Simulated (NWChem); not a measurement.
System meant: CH₂NO, doublet; SMILES N[C]=O

Input file for NWChem:

```
start job
memory heap 200 mb stack 900 mb global 1100 mb
geometry units angstroms noautoz
  N      0.095584     1.088100     0.000000
  C     -0.413907    -0.157263     0.000000
  O      0.159689    -1.214220     0.000000
  H      1.100009     1.252195     0.000000
  H     -0.518452     1.886778     0.000000
end
basis spherical
  * library def2-svp
end
dft
  odft
  mult 3
  xc xpbe96 cpbe96
  iterations 150
  mulliken
end
task dft energy
```

End of the output:

```
                                 NWChem DFT Module
                                 -----------------

 Summary of "ao basis" -> "ao basis" (spherical)
 ------------------------------------------------------------------------------
       Tag                 Description            Shells   Functions and Types
 ---------------- ------------------------------  ------  ---------------------
 N                          def2-svp                 6       14   3s2p1d
 C                          def2-svp                 6       14   3s2p1d
 O                          def2-svp                 6       14   3s2p1d
 H                          def2-svp                 3        5   2s1p

 Summary of "ao basis" -> "ao basis" (spherical)
 ------------------------------------------------------------------------------
       Tag                 Description            Shells   Functions and Types
 ---------------- ------------------------------  ------  ---------------------
 N                          def2-svp                 6       14   3s2p1d
 C                          def2-svp                 6       14   3s2p1d
 O                          def2-svp                 6       14   3s2p1d
 H                          def2-svp                 3        5   2s1p

      Symmetry analysis of basis
      --------------------------

        a'         38
        a"         14

  number of electrons :                   23
  multiplicity        :                    3
 ------------------------------------------------------------------------
  no. of electrons and multiplicity not compatible                  23
 ------------------------------------------------------------------------
 ------------------------------------------------------------------------
  current input line :
    20: task dft energy
 ------------------------------------------------------------------------
 ------------------------------------------------------------------------
 There is an error in the input file
 ------------------------------------------------------------------------
 For more information see the NWChem manual at https://nwchemgit.github.io

0: no. of electrons and multiplicity not compatible:Received an Error in Communication
```

Question: Can this run be used? If not, why, and what is the fix?

Answer: The input was rejected before any calculation. Cause: the multiplicity doesn't fit the number of electrons (an even count wants an odd multiplicity, and the reverse). This input runs:
```
start job
memory heap 200 mb stack 900 mb global 1100 mb
geometry units angstroms noautoz
  N      0.095584     1.088100     0.000000
  C     -0.413907    -0.157263     0.000000
  O      0.159689    -1.214220     0.000000
  H      1.100009     1.252195     0.000000
  H     -0.518452     1.886778     0.000000
end
basis spherical
  * library def2-svp
end
dft
  odft
  mult 2
  xc xpbe96 cpbe96
  iterations 150
  mulliken
end
task dft energy
```
It converges to -168.92831 Ha (PBE/def2-SVP, spin-unrestricted).
